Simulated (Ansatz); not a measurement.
`COB(C)O` + `[Cl][GeH]([Cl])[Br]` → `COB(C)Br` + `[OH][GeH]([Cl])[Cl]`  (redistribution)

Calculated with Ansatz (gas phase, PBE0-D4/def2-TZVP geometries, no zero-point term in ΔE). CBS: MP2 limit from def2 TZ/QZ plus the TZ coupled-cluster correction, frozen cores. Functionals use def2-TZVPP. B3LYP here is the variant with VWN-RPA as its local correlation; programs differ in this. HSE06 is defined as in plane-wave codes. For Br, Ge outer-core shells are correlated without core-valence functions, which leaves a few kJ/mol of doubt a bond. Scalar relativity is left out up to krypton. One conformer a species, not always the lowest.

| level | ΔE (kJ/mol) | difference from CCSD(T)/CBS |
| --- | --- | --- |
| LDA (SPW92) | 78.5 | 5.0 |
| PBE-D4 | 76.2 | 2.7 |
| revPBE-D4 | 74.5 | 1.0 |
| BLYP-D4 | 77.7 | 4.2 |
| r2SCAN-D4 | 76.6 | 3.1 |
| B97M-V | 78.4 | 4.9 |
| PBE0-D4 | 80.0 | 6.5 |
| B3LYP-D4 | 81.2 | 7.7 |
| r2SCANh-D4 | 78.2 | 4.7 |
| r2SCAN0-D4 | 80.4 | 6.9 |
| HSE06-D4 | 80.2 | 6.7 |
| BHLYP-D4 | 85.7 | 12.2 |
| CAM-B3LYP-D4 | 81.0 | 7.5 |
| ωB97X-V | 76.4 | 2.9 |
| ωB97M-V | 79.5 | 6.0 |
| B2PLYP | 76.8 | 3.3 |
| PBE-QIDH | 77.0 | 3.5 |
| PBE | 76.1 | 2.6 |
| revPBE | 74.9 | 1.4 |
| r2SCAN | 76.6 | 3.1 |
| PBE0 | 79.9 | 6.4 |
| r2SCANh | 78.2 | 4.7 |
| r2SCAN0 | 80.4 | 6.9 |
| HSE06 | 80.1 | 6.6 |
| BHLYP | 84.8 | 11.3 |
| LC-ωPBE | 76.7 | 3.2 |
| RPA@PBE/def2-TZVPP | 71.8 | -1.7 |
| MP2/def2-SVP | 81.2 | 7.7 |
| CCSD/def2-SVP | 87.0 | 13.5 |
| CCSD(T)/def2-SVP | 85.1 | 11.6 |
| HF/def2-TZVPP | 86.1 | 12.6 |
| MP2/def2-TZVPP | 70.4 | -3.1 |
| SCS-MP2/def2-TZVPP | 71.7 | -1.8 |
| CCSD/def2-TZVPP | 76.2 | 2.7 |
| CCSD(T)/def2-TZVPP | 73.5 | 0.0 |
| MP2/def2-QZVPP | 70.3 | -3.2 |
| SCS-MP2/def2-QZVPP | 71.4 | -2.1 |
| HF/CBS(def2) | 85.9 | 12.4 |
| MP2/CBS(def2) | 70.4 | -3.1 |
| CCSD/CBS(def2) | 76.2 | 2.7 |
| CCSD(T)/CBS | 73.5 | 0 |

Largest T1 diagnostic among the species: 0.012.

From r2SCAN to r2SCAN0 (25 % exact exchange), in def2-TZVPP and without D4, ΔE moves by +3.8 kJ/mol. At CCSD(T), def2-SVP lies +11.6 kJ/mol from the extrapolated value and def2-TZVPP −0.0 kJ/mol. Leaving LDA and LC-ωPBE aside and taking each functional with its dispersion term where it has one, the values spread over 11.2 kJ/mol, from revPBE-D4 to BHLYP-D4.
